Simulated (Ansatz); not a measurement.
Two isomers of CH6BNOSi: A = `N=C([SiH3])BO`, B = `CB1O[SiH]1N`.

Isolated molecules relaxed with PBE0-D4/def2-TZVP in Ansatz; ΔE leaves out vibrations. CCSD(T)/CBS is the MP2 limit (def2-TZVPP, def2-QZVPP) plus CCSD(T) − MP2 in def2-TZVPP, frozen cores. DFT in def2-TZVPP. B3LYP here is the variant with VWN-RPA as its local correlation; programs differ in this. One conformer a species, not always the lowest.

A:

Z-matrix (Å, degrees):
```
Si
C 1 1.903
H 1 1.486 2 111.1
H 1 1.486 2 111.1 3 121.2
H 1 1.490 2 106.8 3 -119.4
B 2 1.576 1 120.8 3 -60.6
N 2 1.282 1 122.7 3 119.4
O 6 1.352 2 116.4 1 0.1
H 6 1.198 2 121.8 1 -179.9
H 7 1.025 2 111.8 1 -0.0
H 8 0.960 6 114.0 2 180.0
```

B:

```xyz
11

C     0.1995   -1.8915    1.1717
B     0.1454   -0.7519    0.1247
O    -0.5746   -0.5985   -1.0115
Si    0.3709    0.8598   -0.8512
N    -0.4328    2.3319   -0.5995
H     1.2243   -2.2559    1.2884
H    -0.4474   -2.7297    0.9001
H    -0.1028   -1.5171    2.1548
H     1.1947    1.0364   -2.0676
H    -0.6214    2.9813   -1.3445
H    -0.9557    2.5352    0.2346
```

**Question.** Which is lower in electronic energy at CCSD(T)/CBS, and by how much? (Estimate.)

**Answer.** Computed: B, by 40.9 kcal/mol.

**Question.** Give E(B) − E(A) in kcal/mol with CCSD(T)/def2-TZVPP, B3LYP, HF/def2-TZVPP, PBE0-D4, CCSD/def2-TZVPP, B3LYP-D4, ωB97M-V. (Estimate.)

**Answer.** Computed: CCSD(T)/def2-TZVPP -39.2, B3LYP -39.4, HF/def2-TZVPP -33.8, PBE0-D4 -43.6, CCSD/def2-TZVPP -39.2, B3LYP-D4 -38.7, ωB97M-V -42.1. None reverses the order clearly.

Largest T1 diagnostic: 0.014.

From PBE to PBE0 (25 % exact exchange), in def2-TZVPP and without D4, E(B) − E(A) moves by −1.4 kcal/mol. In def2-TZVPP, CCSD(T) changes the Hartree–Fock value by −5.4 kcal/mol (the triples alone add +0.0 kcal/mol) and MP2 by −9.7 kcal/mol.
